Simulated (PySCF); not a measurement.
A series of related molecules.

All values: PBE0/def2-SVPD (PySCF) at PBE0-D3(BJ)/def2-SVP geometries, gas phase, one conformer each. Core orbitals are frozen in the response; Δα² is half the sum of the squared differences of the principal polarisabilities.

Task: Rank by polarisability anisotropy Δα, lowest first.
A. `[CH3:1][O:2][SiH2:3][CH:4]=[O:5]` with C1–O2–Si3–C4 178°, O2–Si3–C4–O5 -178°
B. `[CH3:1][O:2][SiH2:3][N:4]1[CH2:5][CH2:6][CH2:7][CH2:8]1` with C1–O2–Si3–N4 172°, O2–Si3–N4–C5 -81°, Si3–N4–C5–C6 170°, N4–C5–C6–C7 25°, C5–C6–C7–C8 -38°, C6–C7–C8–N4 38°
C. `[CH3:1][O:2][SiH2:3][CH2:4][C:5]([F:6])([F:7])[F:8]` with C1–O2–Si3–C4 178°, O2–Si3–C4–C5 -179°
D. `[CH3:1][O:2][SiH2:3][PH2:4]` with C1–O2–Si3–P4 57°, O2–Si3–P4–H 179° and 85°
E. `[CH3:1][O:2][SiH2:3][c:4]1[cH:5][cH:6][n:7][cH:8][cH:9]1` with C1–O2–Si3–C4 -179°, O2–Si3–C4–C5 79°
F. `[CH3:1][O:2][SiH2:3][NH2:4]` with C1–O2–Si3–N4 175°, O2–Si3–N4–H 75° and -68°

Result: F (1.88 Å³), D (2.55 Å³), C (2.86 Å³), A (3.17 Å³), B (4.10 Å³), E (7.53 Å³).

Task: Rank by vertical ionisation energy (ΔSCF), lowest first.
A. `CO[SiH2]N1CCCC1`
B. `CO[SiH2]C=O`
C. `CO[SiH2]N`
D. `CO[SiH2]c1ccncc1`
E. `CO[SiH2]CC(F)(F)F`

Result: A (8.16 eV), D (9.29 eV), B (9.53 eV), C (9.89 eV), E (10.51 eV).

Task: Rank by dipole moment, lowest first.
A. `[CH3:1][O:2][SiH2:3][N:4]1[CH2:5][CH2:6][CH2:7][CH2:8]1` with C1–O2–Si3–N4 172°, O2–Si3–N4–C5 -81°, Si3–N4–C5–C6 170°, N4–C5–C6–C7 25°, C5–C6–C7–C8 -38°, C6–C7–C8–N4 38°
B. `[CH3:1][O:2][SiH2:3][CH:4]([CH3:5])[CH3:6]` with C1–O2–Si3–C4 180°, O2–Si3–C4–C5 62°
C. `[CH3:1][O:2][SiH2:3][CH2:4][C:5]([F:6])([F:7])[F:8]` with C1–O2–Si3–C4 178°, O2–Si3–C4–C5 -179°
D. `[CH3:1][O:2][SiH2:3][CH:4]=[O:5]` with C1–O2–Si3–C4 178°, O2–Si3–C4–O5 -178°

Result: B (0.28 D), A (0.60 D), C (2.70 D), D (3.06 D).

All values together:

```tsv
SMILES	formula	μ (D)	HOMO (eV)	LUMO (eV)	α (Å³)	Δα (Å³)	electrons	α per electron (Å³)	ΔSCF removal energy (eV)
CO[SiH2]C=O	C2H6O2Si	3.06	-7.21	-1.76	8.82	3.17	48	0.184	9.53
CO[SiH2]c1ccncc1	C6H9NOSi	2.61	-7.42	-1.38	15.64	7.53	74	0.211	9.29
CO[SiH2]P	CH7OPSi	0.42	-7.42	0.06	10.75	2.55	50	0.215	9.40
CO[SiH2]C(C)C	C4H12OSi	0.28	-7.94	0.48	12.10	2.13	58	0.209	9.99
CO[SiH2]N1CCCC1	C5H13NOSi	0.60	-6.33	0.70	14.33	4.10	72	0.199	8.16
CO[SiH2]CC(F)(F)F	C3H7F3OSi	2.70	-8.39	0.14	10.34	2.86	74	0.140	10.51
CO[SiH2]N	CH7NOSi	0.43	-7.85	0.50	7.84	1.88	42	0.187	9.89
```

Conformers: `[CH3:1][O:2][SiH2:3][CH:4]=[O:5]` with C1–O2–Si3–C4 178°, O2–Si3–C4–O5 -178°; `[CH3:1][O:2][SiH2:3][c:4]1[cH:5][cH:6][n:7][cH:8][cH:9]1` with C1–O2–Si3–C4 -179°, O2–Si3–C4–C5 79°; `[CH3:1][O:2][SiH2:3][PH2:4]` with C1–O2–Si3–P4 57°, O2–Si3–P4–H 179° and 85°; `[CH3:1][O:2][SiH2:3][CH:4]([CH3:5])[CH3:6]` with C1–O2–Si3–C4 180°, O2–Si3–C4–C5 62°; `[CH3:1][O:2][SiH2:3][N:4]1[CH2:5][CH2:6][CH2:7][CH2:8]1` with C1–O2–Si3–N4 172°, O2–Si3–N4–C5 -81°, Si3–N4–C5–C6 170°, N4–C5–C6–C7 25°, C5–C6–C7–C8 -38°, C6–C7–C8–N4 38°; `[CH3:1][O:2][SiH2:3][CH2:4][C:5]([F:6])([F:7])[F:8]` with C1–O2–Si3–C4 178°, O2–Si3–C4–C5 -179°; `[CH3:1][O:2][SiH2:3][NH2:4]` with C1–O2–Si3–N4 175°, O2–Si3–N4–H 75° and -68°.

Task: By how much does the ΔSCF value exceed −ε(HOMO) over the species that have both?

Result: By 1.83 to 2.32 eV, 2.03 eV on average, over 7 species.
